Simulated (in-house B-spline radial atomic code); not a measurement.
Ionisation energies along the 9-electron series, configuration [He] 2s2 2p5, as differences of self-consistent energies. NIST's values go from ground level to ground level; the uncertainty of those that are theory runs from under 0.1 % in few-electron ions to several per cent in heavy many-electron ones. Computed with a radial B-spline atomic code at the basis-set limit: non-relativistic Hartree-Fock, average of the configuration, point nuclei.

This level leaves out relativity, spin-orbit splitting included, which matters for heavy ions.

| ion | configuration after | ionisation energy (eV) | IE/(q+1)² (eV) | -ε less Coulomb ΔSCF (eV) | tabulated value (eV) | tabulated kind | computed minus tabulated (eV) |
| --- | --- | --- | --- | --- | --- | --- | --- |
| Tm60+ | [He] 2s2 2p4 | 13543.5 | 3.6397 | 2.546 | 13651 | tabulated theory | -107 |
| Yb61+ | [He] 2s2 2p4 | 13976.5 | 3.6359 | 2.5459 | 14093 | tabulated theory | -116 |
| Lu62+ | [He] 2s2 2p4 | 14416.3 | 3.6322 | 2.5459 | 14542 | tabulated theory | -126 |
| Hf63+ | [He] 2s2 2p4 | 14862.9 | 3.6286 | 2.5458 | 14999 | tabulated theory | -136 |
| Ta64+ | [He] 2s2 2p4 | 15316.4 | 3.6252 | 2.5458 | 15461 | tabulated theory | -145 |
| W65+ | [He] 2s2 2p4 | 15776.6 | 3.6218 | 2.5457 | 15896 | semi-empirical | -119 |
| Re66+ | [He] 2s2 2p4 | 16243.6 | 3.6185 | 2.5457 | 16410 | tabulated theory | -166 |
